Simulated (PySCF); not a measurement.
BF2, SMILES F[B+]F, charge +1. The structure is a stationary point at PBE-D3(BJ)/def2-TZVP.

TDDFT-B3LYP/def2-TZVPD in PySCF 2.14.0 puts the lowest singlet excitations at 11.59, 11.59, 11.63, 11.78, 11.78, 13.02 eV.

What are the lowest excitation roots from ADC(2)/aug-cc-pVDZ in PySCF 2.14.0? (The exact figures need the calculation; the answer reports its results.)

11.81, 11.81, 12.13, 12.13, 12.18, 13.41 eV. S1 differs by 0.22 eV (second minus first; roots are paired by order, and the bases may differ).
